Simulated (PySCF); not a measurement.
Electron correlation in Co (cobalt, neutral)

[Ar] 3d7 4s2, high-spin 4F determinant. Computed with PySCF 2.14 in dyall-av2z (16s12p7d2f, 101 functions), with no relativity, point nucleus. Frozen: [Ar]; 9 electrons correlated; the 33 highest virtual orbitals of each spin left out.

MP2 pair energies summed by pair of shells (mhartree):

| pair | energy | share (%) |
| --- | --- | --- |
| 3d-3d | -166.63 | 74.9 |
| 3d-4s | -33.63 | 15.1 |
| 4s-4s | -22.10 | 9.9 |

Total MP2 correlation energy: -222.36 mhartree.

Same-spin part -85.96 and opposite-spin part -136.40 mhartree; SCS-MP2 scales them by 1/3 and 6/5 to -192.34 mhartree.
